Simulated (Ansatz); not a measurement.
Geometry optimisation, Ansatz, DFT PBEsol, scalar-relativistic, plane waves, PAW.

The input (input.yaml):

```yaml
crystal:
  lattice:
    - [0.0, 5.43, 5.43]
    - [5.43, 0.0, 5.43]
    - [5.43, 5.43, 0.0]
  atoms:
    - { symbol: Si, position: [0.0, 0.0, 0.0] }
    - { symbol: Si, position: [0.125, 0.125, 0.125] }
    - { symbol: Si, position: [0.0, 0.0, 0.5] }
    - { symbol: Si, position: [0.125, 0.125, 0.625] }
    - { symbol: Si, position: [0.0, 0.5, 0.0] }
    - { symbol: Si, position: [0.125, 0.625, 0.125] }
    - { symbol: Si, position: [0.0, 0.5, 0.5] }
    - { symbol: Si, position: [0.125, 0.625, 0.625] }
    - { symbol: Si, position: [0.5, 0.0, 0.0] }
    - { symbol: Si, position: [0.625, 0.125, 0.125] }
    - { symbol: Si, position: [0.5, 0.0, 0.5] }
    - { symbol: Si, position: [0.625, 0.125, 0.625] }
    - { symbol: Si, position: [0.5, 0.5, 0.0] }
    - { symbol: Si, position: [0.625, 0.625, 0.125] }
    - { symbol: Si, position: [0.5, 0.5, 0.5] }
    - { symbol: Si, position: [0.625, 0.625, 0.625] }
    - { symbol: Ti, position: [0.570176, 0.8125993, 0.8060774] }
basis:
  ecutwfc: 420.0
kpoints:
  mp_grid: { grid: [2, 2, 2] }
hamiltonian:
  xc: pbesol
  pseudopotentials: { kind: paw, azcp: { folder: soft_1 } }
scf:
  occupations: { method: gaussian, width: 0.02 }
  lower_state_search: "off"
relax:
  f_tol: 0.03
  max_steps: 60
  adjacent_minimum: "off"
```

Command:

```bash
$ ansatz run input.yaml --threads 1 --pin off --max-ram 3072MiB --backend cpu --events-out ev --progress --plain --runs-dir out
```

Question: Where does it end, and by what steps?

Answer: It converged. The force dipped under the threshold on the way, but the program's further checks kept it going. Limits of this set-up: coarse k mesh, PAW files made for another functional. After 16 steps the energy has fallen by 3.207 eV; Ti17 moved furthest, 1.05 Å.

```tsv
step	energy less start (eV)	largest force component (eV/Å)	accepted
0	0.0000	3.229	yes
1	-1.1791	1.207	yes
2	-1.4262	0.194	yes
3	-1.4854	0.509	yes
4	-1.7806	1.049	yes
5	-2.1726	0.991	yes
6	-2.5597	0.742	yes
7	-2.9435	0.550	yes
8	-3.1759	0.187	yes
9	-3.2044	0.066	yes
10	-3.2059	0.018	yes
11	-3.2061	0.012	yes
12	-3.2064	0.022	yes
13	-3.2068	0.019	yes
14	-3.0820	0.495	no
15	-3.2073	0.019	yes
16	-3.2074	0.012	yes
```

```xyz
17
Lattice="0.0000 5.4300 5.4300 5.4300 0.0000 5.4300 5.4300 5.4300 0.0000" Properties=species:S:1:pos:R:3
Si 0.040 -0.013 -0.042
Si 1.387 1.310 1.311
Si 2.775 2.676 0.003
Si 4.131 4.073 1.298
Si 2.752 -0.018 2.677
Si 4.118 1.312 4.041
Si 5.427 2.679 2.655
Si 6.786 4.055 4.073
Si 0.072 2.672 2.695
Si 1.376 4.064 4.052
Si 2.755 5.377 2.678
Si 4.169 6.705 4.101
Si 2.735 2.674 5.356
Si 4.147 4.058 6.711
Si 5.472 5.352 5.395
Si 6.763 6.710 6.693
Ti 8.183 8.087 8.110
```

The run took 100 s on 1 thread of Arm Neoverse V2 (shared host), peak memory 0.55 GiB.
